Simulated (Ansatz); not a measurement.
## A barrier at the coupled-cluster level

Start structure (CH$_{6}$FGe, doublet), relaxed at PBE0-D4/def2-TZVP:

```
9
angstrom
F -0.3681 0.4432 -0.9077
C -0.8433 1.0358 -2.0566
Ge 0.9030 -1.1084 2.2031
H -0.6698 2.1127 -2.0003
H -0.3156 0.6189 -2.9172
H -1.9135 0.8359 -2.1444
H 2.4234 -1.3068 2.0544
H 0.5905 -0.1677 3.3824
H 0.1935 -2.4635 2.3862
```

The step: CH₃F ([CH3][F]) + GeH₃ → GeH₃F ([F][GeH3]) + CH₃; bonds formed: F1–Ge3; bonds broken: F1–C2. Program: Ansatz 0.2.0. Basis: def2-TZVPP and def2-QZVPP. Cores are frozen in the correlated methods; orbitals are unrestricted. Filled d shells of the heavier atoms are correlated. The def2 sets are not built for correlating such inner shells, so the correlated values are less sure here. Extrapolation: Hartree–Fock as exp(−7.88 √X), correlation as X^−2.97. Energies below are by CCSD(T) at an estimated basis limit (MP2 extrapolated from triple and quadruple zeta, plus CCSD(T) − MP2 in triple zeta).

(1) What are the electronic barrier and the energy of the step, from the start structure to the end structure? (An estimate is asked for; the value comes from the calculation.)

T1 diagnostic: at most 0.017. ⟨S²⟩ of the unrestricted Hartree–Fock references: 0.75 to 0.82 (a pure state has 0.75). The unrestricted reference is spin-contaminated, which hurts MP2 most. The start structure is not quite a true minimum (one mode of 74i cm⁻¹).

Results:

(1) Computed: Barrier 26.77 kcal/mol; step energy -16.78 kcal/mol (downhill); reverse barrier, their difference, 43.56 kcal/mol. Barrier and step energy count from the start structure, the reverse barrier from the end structure.

The saddle point: One imaginary mode of 784i cm⁻¹.
| pair | start (Å) | saddle (Å) | end (Å) |
| --- | --- | --- | --- |
| F1–Ge3 | 3.70 | 2.09 | 1.75 |
| F1–C2 | 1.38 | 1.70 | 3.39 |

Zero-point energy (harmonic, PBE0-D4): ZPE is 37.30 kcal/mol at the start and 35.99 kcal/mol at the saddle, so the barrier goes from 26.77 to 25.46 kcal/mol.

Radical steps of this kind take place in plasma deposition and etching.

Labels in which every atom is bracketed show which atoms are joined, not bond orders.

For scale, one of the runs: CCSD(T)/def2-TZVPP, 194 basis functions, launched by `ansatz run in.yaml --threads 8 --pin off --events-out ev --progress --plain --max-ram 19148MiB`. The run took 2.2 min on 8 CPU threads of an Arm Neoverse V1 (shared host), with 6.2 GiB of host memory at its peak.
